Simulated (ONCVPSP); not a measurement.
## What one change does to a pseudopotential (Zn (Z = 30), ONCV)

ONCVPSP 4.0.1 input, shortened (lines: element, Z, core and valence counts, functional; n l f; lmax; l rc ep ncon nbas qcut; lloc lpopt rc5 dvloc0; l nproj debl; icmod fcfact rcfact), PBEsol, scalar-relativistic:

```
  Zn 30.00    5    2  -116133      upf
    1    0    2.00
    2    0    2.00
    2    1    6.00
    3    0    2.00
    3    1    6.00
    3    2   10.00
    4    0    1.00
    2
    0    1.65    0.00    4    8    3.80
    1    1.80    0.15    4    9    4.40
    2    0.85    0.00    3    7   19.40
    4    5    0.80    4.00
    0    1    3.30
    1    2    2.90
    2    1    2.70
    1    0.75    0.00
```

In the p channel the program set the typed energies aside and used 0.050, 2.950 Ha.

Change: d: qcut 19.3.

Cutoffs: the cutoffs (Ha) at which the residual kinetic energy of the hardest occupied pseudo-wave falls to 1 and 0.1 mHa per electron; they do not see the model core or the augmentation charge, which bear on the density cutoff. Errors are all-electron minus pseudo energies relative to the spin-unpolarised reference configuration.

What does the change do?

The potential gets neither clearly harder nor softer (135 Ha and 154 Ha → 134 Ha and 153 Ha); both files keep a bound ghost (s); the errors of the 3 common tests hardly move.

```tsv
quantity	base	changed
cutoff, loose	135 Ha	134 Ha
cutoff, tight	154 Ha	153 Ha
loose cutoff by channel	s 6.5 Ha, d 135 Ha	s 6.5 Ha, d 134 Ha
bound ghosts	s	s
GHOST(+) flags under 300 eV	p at 100.6 eV	p at 100.6 eV
tests with a reliable result	3 of 4	3 of 4
error for 3d10 4s2, meV [ΔE -9.90 eV]	-6.9	-6.9
error for 3d10 4s0, meV [ΔE 18.35 eV]	-23	-23
error for 3d9 4s2, meV [ΔE 8.03 eV]	-253	-253
s: phases at 1.67 bohr within 0.05 rad from the reference energy up to (Ha; the scan ends near 5)	1.8	1.8
p: phases at 1.83 bohr within 0.05 rad from the reference energy up to (Ha; the scan ends near 5)	3.6	3.6
d: phases at 0.87 bohr within 0.05 rad from the reference energy up to (Ha; the scan ends near 5)	to the end of the scan	to the end of the scan
rms error of d²Exc/dni dnj with the model core, mHa	1.10	1.09
```

 A true bound ghost makes a file unfit for plane-wave use even where its test errors are small: the radial tests pick states by their node count and pass the ghost by.
